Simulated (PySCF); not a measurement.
Running PySCF for Ga²⁺

The script input.py:

```python
from pyscf import gto, scf
from pyscf.prop.polarizability import uhf as pol

mol = gto.M(
    atom='Ga 0 0 0',
    basis='sapporo-dkh3-dzp-2012',
    charge=2,
    spin=1,
    symmetry=True,
    verbose=4,
)
mf = scf.UHF(mol)
mf = mf.sfx2c1e()
mf.kernel()
print('polarizability (a.u.)')
print(pol.Polarizability(mf).polarizability().round(4))
mf.dip_moment()
print('orbital energies (hartree):', [e[max(0, n-3):n+3].round(4) for e, n in zip(mf.mo_energy, mol.nelec)])
```

```bash
$ OMP_NUM_THREADS=1 python input.py
```

The log (some set-up lines and the per-cycle HOMO/LUMO lines with their warnings removed):

```
PySCF version 2.14.0

[INPUT] Symbol           X                Y                Z      unit          X                Y                Z       unit  Magmom
[INPUT]  1 Ga     0.000000000000   0.000000000000   0.000000000000 AA    0.000000000000   0.000000000000   0.000000000000 Bohr   0.0

nuclear repulsion = 0
point group symmetry = SO3
symmetry origin: [0. 0. 0.]
symmetry axis x: [1. 0. 0.]
symmetry axis y: [0. 1. 0.]
symmetry axis z: [0. 0. 1.]
num. orbitals of irrep s+0 = 6
num. orbitals of irrep p-1 = 5
num. orbitals of irrep p+0 = 5
num. orbitals of irrep p+1 = 5
num. orbitals of irrep d-2 = 3
num. orbitals of irrep d-1 = 3
num. orbitals of irrep d+0 = 3
num. orbitals of irrep d+1 = 3
num. orbitals of irrep d+2 = 3
num. orbitals of irrep f-3 = 1
num. orbitals of irrep f-2 = 1
num. orbitals of irrep f-1 = 1
num. orbitals of irrep f+0 = 1
num. orbitals of irrep f+1 = 1
num. orbitals of irrep f+2 = 1
num. orbitals of irrep f+3 = 1
number of shells = 15
number of NR pGTOs = 119
number of NR cGTOs = 43
basis = sapporo-dkh3-dzp-2012
ecp = {}

******** <class 'pyscf.x2c.sfx2c1e.sfX2C1eSymAdaptedUHF'> ********
method = sfX2C1eSymAdaptedUHF
initial guess = minao
damping factor = 0
level_shift factor = 0
DIIS = <class 'pyscf.scf.diis.CDIIS'>
SCF conv_tol = 1e-09
SCF max_cycles = 50
number electrons alpha = 15  beta = 14

******** <class 'pyscf.x2c.sfx2c1e.SpinFreeX2CHelper'> ********
approx = 1e
xuncontract = 1
Freeze 0 electrons in irreps []
    29 free electrons in irreps s+0 p-1 p+0 p+1 d-2 d-1 d+0 d+1 d+2 f-3 f-2 f-1 f+0 f+1 f+2 f+3
init E= -1942.01054417793

cycle= 1 E= -1941.21862751385  delta_E= 0.792  |g|= 0.231  |ddm|= 0.788
cycle= 2 E= -1941.24210436937  delta_E= -0.0235  |g|= 0.208  |ddm|= 0.438
cycle= 3 E= -1941.24750463484  delta_E= -0.0054  |g|= 0.022  |ddm|= 0.0735
cycle= 4 E= -1941.24809228632  delta_E= -0.000588  |g|= 0.0052  |ddm|= 0.0974
cycle= 5 E= -1941.24810599022  delta_E= -1.37e-05  |g|= 0.000693  |ddm|= 0.0142
cycle= 6 E= -1941.24810616235  delta_E= -1.72e-07  |g|= 0.000141  |ddm|= 0.000429
cycle= 7 E= -1941.24810617166  delta_E= -9.31e-09  |g|= 6.42e-06  |ddm|= 0.000249
cycle= 8 E= -1941.24810617167  delta_E= -1.05e-11  |g|= 2.63e-07  |ddm|= 4.49e-06
Extra cycle  E= -1941.24810617167  delta_E=    0  |g|= 1.41e-07  |ddm|= 2.16e-07
converged SCF energy = -1941.24810617167  <S^2> = 0.75040102  2S+1 = 2.000401
polarizability (a.u.)
Isotropic polarizability 11.7477260811
Polarizability anisotropy 1.93877840808e-10
[[11.7477 -0.     -0.    ]
 [-0.     11.7477 -0.    ]
 [-0.     -0.     11.7477]]
Dipole moment(X, Y, Z, Debye):  0.00000, -0.00000,  0.00000
orbital energies (hartree): [array([-1.9114, -1.9114, -1.0941, -0.5122, -0.5122, -0.5122]), array([-1.9065, -1.9065, -1.9065, -0.6813, -0.4404, -0.4404])]
```

In short: E(SCF) = -1941.248106 Eh, 8 cycles, ⟨S²⟩ = 0.750, α(xx, yy, zz) = 11.7, 11.7, 11.7 bohr³.

Hardware: Arm Neoverse V1, 1 thread, shared host. Wall time 1.4 s.

No search for the lowest solution was made.
